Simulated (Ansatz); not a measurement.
Born–Oppenheimer molecular dynamics of C3H7NOSi (13 atoms, charge 0, multiplicity 1). It starts from a relaxed structure.

All numbers below come from RKS BHLYP-D4/STO-3G (Ansatz).

```yaml
ensemble: NVT, Nosé–Hoover chain
time_step: 0.5 fs
steps_asked: 400
set_temperature: 300 K
thermostat: time constant 100 fs, chain length 1
temperature_schedule: 100 steps to 300 K, then 300 steps to 900 K
seed: 551570
```

First frame:

```xyz
13
Properties=species:S:1:pos:R:3
N 0.094 -3.007 -0.304
C 0.598 -1.817 -0.419
C -0.007 -0.484 -0.053
O -1.314 -0.435 0.460
C 0.671 0.661 -0.191
Si -0.056 2.299 0.260
H -0.881 -2.917 0.118
H 1.608 -1.740 -0.839
H -1.645 -1.387 0.427
H 1.683 0.591 -0.580
H -0.337 2.349 1.664
H 0.878 3.333 -0.066
H -1.272 2.519 -0.465
```

(1) How far do the bonds stretch over the last three quarters of this one trajectory? (Pairs bonded in most of those frames.)

Answers

(1) 
| bond | mean (Å) | spread (Å) | shortest | longest |
| --- | --- | --- | --- | --- |
| N1–C2 | 1.300 | 0.017 | 1.27 | 1.34 |
| N1–H7 | 1.069 | 0.011 | 1.04 | 1.10 |
| C2–C3 | 1.511 | 0.027 | 1.46 | 1.57 |
| C2–H8 | 1.100 | 0.019 | 1.06 | 1.15 |
| C3–O4 | 1.409 | 0.017 | 1.38 | 1.44 |
| C3–C5 | 1.340 | 0.020 | 1.30 | 1.39 |
| O4–H9 | 1.009 | 0.005 | 1.00 | 1.02 |
| C5–Si6 | 1.852 | 0.020 | 1.82 | 1.90 |
| C5–H10 | 1.092 | 0.044 | 1.01 | 1.18 |
| Si6–H11 | 1.434 | 0.016 | 1.40 | 1.47 |
| Si6–H12 | 1.435 | 0.032 | 1.37 | 1.51 |
| Si6–H13 | 1.436 | 0.040 | 1.38 | 1.49 |

Mean temperature of the second half: 284 K. The conserved energy stayed within 0.7 meV per atom of its start (net change 0.35 meV per atom), so the integration is sound. The schedule's set-point averaged 700 K over the second half and the system 284 K, so it lags behind the ramp. A run of 0.2 ps of so small a system gives no equilibrium averages. Limits of this set-up: minimal basis.

The run took 8.6 min on 1 thread of Intel(R) Xeon(R) 6975P-C (Granite Rapids) (shared host), peak memory 0.12 GiB.
